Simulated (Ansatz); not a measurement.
Input for Ansatz (development build ahead of 0.2.0):

```yaml
crystal:
  periodic: [false, false, false]
  atoms:
    - { symbol: Be, position_ang: [0.0, 0.0, 0.0] }
    - { symbol: Be, position_ang: [0.0, 0.0, 2.2] }
basis:
  gaussian: { orbitals: cc-pCVTZ }
hamiltonian:
  xc: hf
correlation:
  method: mp2
  frozen_orbitals: { Be: 0 }
scf:
  omitted_lower_state_checks: [stability, starts, atomic_configurations, cluster_reference, orbital_swaps, given_window_search, neighbouring_geometries, increment]
```

The input is written out in the form of the current development build from the run's settings.

Output:

- Converged: yes
- Reference energy: -29.12468 hartree
- Correlation energy: -0.15579 hartree
- Total energy: -29.28047 hartree
- Spin squared of the determinant: 0.000
- Occupied orbitals by symmetry in an Abelian subgroup (alpha; beta): 2 Ag 2 B1u; 2 Ag 2 B1u

Caution: large amplitudes, a single reference is doubtful.
